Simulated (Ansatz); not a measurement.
Two isomers of CH5NOSi: A = `N[SiH2]C=O`, B = `NC1O[SiH2]1`.

Isolated molecules relaxed with PBE0-D4/def2-TZVP in Ansatz; ΔE leaves out vibrations. CCSD(T)/CBS adds triple-zeta CCSD(T) − MP2 to the extrapolated MP2 energy (def2 sets, frozen cores). DFT in def2-TZVPP. B3LYP here is the variant with VWN-RPA as its local correlation; programs differ in this. One conformer a species, not always the lowest.

(1) Which is lower in electronic energy at CCSD(T)/CBS, and by how much? (An estimate is asked.)

(2) Give E(B) − E(A) in kJ/mol with MP2/def2-TZVPP, PBE0-D4, B3LYP, CCSD(T)/def2-TZVPP, r2SCAN-D4, HF/def2-TZVPP, B3LYP-D4. (An estimate is asked.)

(3) Does the order hold for the free energy at 298.15 K (harmonic terms from PBE0-D4)? (Best estimate.)

Largest T1 diagnostic: 0.014.

## Answers

(1) The calculation gave: A, by 63.6 kJ/mol.

(2) The calculation gave: MP2/def2-TZVPP 57.6, PBE0-D4 53.2, B3LYP 70.0, CCSD(T)/def2-TZVPP 65.6, r2SCAN-D4 53.6, HF/def2-TZVPP 99.2, B3LYP-D4 70.2. None reverses the order clearly.

(3) The calculation gave: Yes: G(B) − G(A) = +78.9 kJ/mol, for one conformer each.

In def2-TZVPP, CCSD(T) changes the Hartree–Fock value by −33.7 kJ/mol (the triples alone add −4.0 kJ/mol) and MP2 by −41.7 kJ/mol. At CCSD(T), def2-SVP lies +16.2 kJ/mol from the extrapolated value and def2-TZVPP +2.0 kJ/mol.
